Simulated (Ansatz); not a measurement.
Consider the redistribution: `CSB(F)F` + `N#[C][GaH][Cl]` → `CSB(F)Cl` + `N#[C][GaH][F]`.

Gas-phase electronic energies from Ansatz, PBE0-D4/def2-TZVP geometries. CCSD(T)/CBS is the MP2 limit (def2-TZVPP, def2-QZVPP) plus CCSD(T) − MP2 in def2-TZVPP, frozen cores. Functionals use def2-TZVPP. B3LYP here is the variant with VWN-RPA as its local correlation; programs differ in this. For Ga outer-core shells are correlated without core-valence functions, which leaves a few kJ/mol of doubt a bond. Scalar relativity is left out up to krypton. Each species was taken in one conformer, which may not be the lowest.

`CSB(F)F`:

Z-matrix (Å, degrees):
```
C
S 1 1.812
H 1 1.088 2 110.8
H 1 1.088 2 110.8 3 -122.5
H 1 1.089 2 106.5 3 118.8
B 2 1.791 1 101.2 3 62.8
F 6 1.323 2 122.5 1 0.1
F 6 1.320 2 119.6 1 -179.9
```

`N#[C][GaH][Cl]`:

Cartesian coordinates in Å:
```
N -1.239 -1.816 1.041
C -0.615 -0.977 0.557
Ga 0.476 0.405 -0.244
Cl -0.639 2.024 -1.043
H 2.016 0.364 -0.312
```

`CSB(F)Cl`:

```xyz
8

C     0.876    0.585   -0.750
S    -0.175   -0.891   -0.730
B    -1.014   -0.709    0.832
F    -0.788    0.318    1.634
Cl   -2.175   -1.923    1.330
H     1.432    0.558   -1.686
H     0.271    1.489   -0.716
H     1.573    0.573    0.085
```

`N#[C][GaH][F]`:

Cartesian coordinates in Å:
```
N -1.146 2.109 0.105
C -0.592 1.100 0.051
Ga 0.399 -0.552 -0.083
F -0.412 -1.875 0.709
H 1.751 -0.781 -0.782
```

```json
{"level": "revPBE-D4", "ΔE (eV)": "0.80"}
{"level": "B2PLYP", "ΔE (eV)": "0.90"}
{"level": "PBE", "ΔE (eV)": "0.84"}
{"level": "r2SCAN", "ΔE (eV)": "0.90"}
{"level": "B3LYP", "ΔE (eV)": "0.93"}
{"level": "HF/def2-SVP", "ΔE (eV)": "1.12"}
{"level": "CCSD/def2-SVP", "ΔE (eV)": "0.94"}
{"level": "SCS-MP2/def2-QZVPP", "ΔE (eV)": "0.88"}
```

Q: What does CCSD(T)/CBS give? (Best estimate.)

A: Computed: +0.92 eV. The listed levels differ from it by -0.12, -0.02, -0.08, -0.02, 0.01, 0.20, 0.02, -0.04 eV.

Q: What do rigid-rotor, harmonic-oscillator terms from PBE0-D4/def2-TZVP frequencies (298.15 K, 1 bar) make of the CCSD(T)/CBS value? (Best estimate.)

A: The calculation gave: ΔZPE = -0.02 eV, ΔH = +0.90 eV, ΔS = 0 J/(mol·K), ΔG = +0.90 eV.

Largest T1 diagnostic among the species: 0.015.

From BLYP to BHLYP (50 % exact exchange), in def2-TZVPP and without D4, ΔE moves by +0.16 eV. In def2-TZVPP, CCSD(T) changes the Hartree–Fock value by −0.21 eV (the triples alone add −0.04 eV) and MP2 by −0.25 eV. Leaving LDA and LC-ωPBE aside and taking each functional with its dispersion term where it has one, the values, not all of them listed here, spread over 0.21 eV, from revPBE-D4 to BHLYP-D4. LDA lies +0.05 eV from PBE without D4.
